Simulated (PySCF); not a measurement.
# Dipole response of Pt²⁺ (platinum, charge +2)

[Xe] 4f14 5d8, high-spin 3F determinant. Calculation: PySCF 2.14, in aug-cc-pwCVTZ-PP with ECP60MDF; scalar relativity through the core potential. Coupled (time-dependent) response in atomic units; α is the mean over directions.

| method | mean α (bohr³) | C₆ (like pair) | S(−4) |
| --- | --- | --- | --- |
| revPBE | 9.793 | 63.83 | 22.61 |

S(−4) is the Cauchy moment in α(ω) = α(0) + S(−4) ω² + …

Spin-orbit coupling is absent.

α(iu) at revPBE:

```csv
u (hartree),α(iu) (bohr³)
0,9.793
0.0500,9.737
0.100,9.576
0.200,9.015
0.300,8.290
0.500,6.850
0.750,5.417
1.00,4.360
1.50,2.971
2.00,2.135
3.00,1.233
5.00,0.5470
```

A single London oscillator, α(iu) = α/(1 + u²/ω²), gives C₆ = (3/4) ω α². Matching the computed C₆ needs ω = 4 × 63.83 / (3 × 9.793²) = 0.887 hartree.

For an ion, C₆ is the dispersion term alone; charge-induced terms of lower order in 1/R come first.

Energies and moments cover only the electrons outside the core potential. Spin-orbit coupling, absent here, splits the open shell strongly.
